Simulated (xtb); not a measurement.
Here is a job for xtb.
```
$ xtb mol.xyz --gfn 2 --chrg -1 --uhf 1 --etemp 3000 --json

# file mol.xyz
2

B     -0.00000000    -0.00000000    -1.05967647
F      0.00000000     0.00000000     0.58870915
```

Problem. What does this run give for the total energy (a free energy at this electronic temperature), partial charges in atom order?

Solution. 
| Item | Result |
|---|---|
| total energy (a free energy at this electronic temperature) | -5.923170 Ha |
| partial charges in atom order | B1 -0.30, F2 -0.70 |
